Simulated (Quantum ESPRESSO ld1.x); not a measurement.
Input file for ld1.x (Quantum ESPRESSO 7.5):

```
 &input
    atom='K',
    iswitch=1,
    rel=1,
    dft='SLA-VWN',
    config='[Ne] 3s1 3p6 4s2 3d0 4p0',
    verbosity='high',
    prefix='ld1',
    max_out_wfc=37,
    file_charge='ld1.rho',
 /
```

Standard output:

```
     Program LD1 v.7.5 starts

     --------------------------- All-electron run ----------------------------

     scalar relativistic calculation

     atomic number is 19.00
     dft =SLA-VWN   lsd =0 sic =0 latt =0  beta=0.20 tr2=1.0E-14
     Exchange-correlation= SLA-VWN
                           (   1   2   0   0   0   0   0)
     mesh =1945 r(mesh) = 100.23937 a.u. xmin = -8.00 dx = 0.00800
     1 Ry =  13.60569312 eV, c = 137.03599908

     n l     nl                  e(Ry)          e(Ha)          e(eV)
     1 0     1S 1( 2.00)    -258.821611785    -129.410805893  -3521.4474235
     2 0     2S 1( 2.00)     -26.587477011     -13.293738506   -361.7410531
     2 1     2P 1( 6.00)     -21.280562395     -10.640281198   -289.5368014
     3 0     3S 1( 1.00)      -3.097604955      -1.548802477    -42.1450624
     3 1     3P 1( 6.00)      -1.858321000      -0.929160500    -25.2837453
     4 0     4S 1( 2.00)      -0.274531599      -0.137265800     -3.7351927
     3 2     3D 1( 0.00)      -0.181235251      -0.090617625     -2.4658312
     4 1     4P 1( 0.00)      -0.106405780      -0.053202890     -1.4477244

     final scf error:  3.3E-15 reached in  23 iterations

     Etot =   -1198.513800 Ry,    -599.256900 Ha,  -16306.610964 eV

     Ekin =    1204.899992 Ry,     602.449996 Ha,   16393.499533 eV
     Encl =   -2846.050505 Ry,   -1423.025253 Ha,  -38722.489789 eV
     Eh   =     505.492614 Ry,     252.746307 Ha,    6877.577387 eV
     Exc  =     -62.855901 Ry,     -31.427950 Ha,    -855.198095 eV

     normalization and overlap integrals

     s(1S/1S) =  1.000000  <r> =   0.0812  <r2> =    0.0089  r(max) =   0.0531
     s(1S/2S) = -0.001568
     s(1S/3S) = -0.000548
     s(1S/4S) = -0.000160
     s(2S/2S) =  1.000000  <r> =   0.3888  <r2> =    0.1792  r(max) =   0.3184
     s(2S/3S) = -0.000294
     s(2S/4S) = -0.000084
     s(2P/2P) =  1.000000  <r> =   0.3509  <r2> =    0.1528  r(max) =   0.2628
     s(2P/3P) = -0.000226
     s(2P/4P) = -0.000052
     s(3S/3S) =  1.000000  <r> =   1.2377  <r2> =    1.7696  r(max) =   1.0656
     s(3S/4S) = -0.000045
     s(3P/3P) =  1.000000  <r> =   1.3668  <r2> =    2.2057  r(max) =   1.1270
     s(3P/4P) = -0.000028
     s(4S/4S) =  1.000000  <r> =   4.1199  <r2> =   19.4692  r(max) =   3.4818
     s(3D/3D) =  1.000000  <r> =   2.3583  <r2> =    7.5752  r(max) =   1.3987
     s(4P/4P) =  1.000000  <r> =   5.4744  <r2> =   34.7387  r(max) =   4.5338

     ------------------------ End of All-electron run ------------------------
```

Run on one thread of a shared host, so times are rough (Intel(R) Xeon(R) Processor @ 2.60GHz): 0.61 s of CPU time, 0.64 s wall, 23 iterations on 1945 mesh points.
